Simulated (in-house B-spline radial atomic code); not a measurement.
Yb. Computed with a B-spline radial atomic code. Model: non-relativistic spherical atom: semilocal Troullier-Martins pseudo-atom, one channel per l, against all electrons, high spin, G0W0 and RPA with empty states to l = 8, local potential for every l without a channel, a model core (radius 0 = none) keeps its share of the functional.

Without relativity these are model numbers for so heavy an element.

What the tables leave out is listed at the end.

The pseudopotential gives back the lowest level of each angular momentum of its own functional in the configuration it was made in; a second state of the same l is only approximately right. Exact exchange, RPA and GW see the smooth pseudo-orbitals and miss the exchange with the core, for which the functional's share stands in. The column with an uncorrelated core keeps all orbitals and exact exchange, and so separates missing core correlation from pseudisation. Only the three outermost levels and the lowest empty one were computed. RPA here is direct RPA, with no exchange kernel, and its energies carry an (l + 1/2)⁻⁴ tail. A hybrid on a potential with a model core restores only its own semilocal share of the core's exchange.

Command:
```bash
python run_psgw.py task.json out
```
Settings (lengths in bohr, energies in hartree):
```
Z                      70
electrons              70
configuration          [Xe] 4f14 6s2
generated_in           [Xe] 4f14 6s2
functional             pbe,pbe
core_shells            10
radius_factor          1.3
core_correction        True
ion_configuration      [Xe] 4f14 6s1
```

Time taken, with all properties: 110 s on 1 thread of Intel(R) Xeon(R) Platinum 8259CL CPU @ 2.50GHz (Skylake/Cascade Lake), with other jobs on the host.

Given: made with PBE; model core radius 0.706 bohr; local radius 1.918 bohr; mean-field start PBE.

Valence shells of the generating configuration: 5p, 4f, 6s.

Channel: s 3.4, p 1.657, d 2.557, f 2.097 (radii in bohr).

Computed: largest level miss in the spin-unpolarised generating configuration 0 eV; valence RPA correlation energy all-electron orbitals -1.7513 hartree; all-electron RPA polarisability, core included 126.32 bohr³; pseudo-atom RPA polarisability 126.49 bohr³; ionisation by mean-field all-electron 5.8302 eV; ionisation by mean-field pseudo minus all -0.004 eV; ionisation by RPA pseudo minus all 0.203 eV.

| level | occupied | mean-field all-electron (eV) | mean-field pseudo minus all (eV) | G0W0 all-electron (eV) | G0W0 uncorrelated core minus all (eV) | G0W0 pseudo minus all (eV) | exchange self-energy all-electron (eV) | exchange self-energy pseudo (eV) |
| --- | --- | --- | --- | --- | --- | --- | --- | --- |
| 6s | 1 | -3.6045 | 0 | -5.8568 | -0.006 | -0.18 | -7.1234 | -6.8702 |

Question: What is the valence RPA correlation energy pseudo?

Answer: -2.5052 hartree.

Question: What is the ionisation by RPA all-electron?

Answer: 6.2344 eV.

Given: mean-field start PBE0.

Computed: valence RPA correlation energy all-electron orbitals -1.6482 hartree; valence RPA correlation energy pseudo -2.434 hartree; all-electron RPA polarisability, core included 111.13 bohr³; pseudo-atom RPA polarisability 103.42 bohr³; ionisation by mean-field pseudo minus all 0.122 eV; ionisation by RPA all-electron 6.0409 eV.

```json
{"level": "6s", "occupied": "1", "mean-field all-electron (eV)": "-4.1145", "mean-field pseudo minus all (eV)": "-0.088", "G0W0 all-electron (eV)": "-5.9402", "G0W0 uncorrelated core minus all (eV)": "-0.005", "G0W0 pseudo minus all (eV)": "-0.215", "exchange self-energy all-electron (eV)": "-6.9687", "exchange self-energy pseudo (eV)": "-7.0442"}
{"level": "6p (empty)", "occupied": "0", "mean-field all-electron (eV)": "-0.92121", "mean-field pseudo minus all (eV)": "0.079", "G0W0 all-electron (eV)": "-0.16275", "G0W0 uncorrelated core minus all (eV)": "-0.002", "G0W0 pseudo minus all (eV)": "0.067", "exchange self-energy all-electron (eV)": "-1.4264", "exchange self-energy pseudo (eV)": "-1.2346"}
```

Question: What is the ionisation by mean-field all-electron?

Answer: 5.7106 eV.

Question: What is the ionisation by RPA pseudo minus all?

Answer: 0.202 eV.

Among the listed levels the largest G0W0 shift of the pseudo-atom is -0.21 eV, for 6s on the PBE0 start, while leaving the core uncorrelated moves that level by -0.01 eV. So pseudisation and the lost core exchange, not the missing core correlation, make the error. Not in the tables (levels of low weight, unsolved or above zero; the highest and the empty levels are kept at any weight): on PBE the G0W0 levels 4f (pseudo minus all +5.95 eV, weights 0.70 and 0.11), 5p (pseudo minus all -0.05 eV, weights 0.00 and 0.07), 5d (pseudo minus all +0.02 eV, weights 0.51 and 0.54); on PBE0 the G0W0 levels 4f (pseudo minus all +9.08 eV, weights 0.78 and 0.05), 5p (pseudo minus all -0.41 eV, weights 0.06 and 0.49); no Hartree-Fock pseudo-atom is run with a model core.
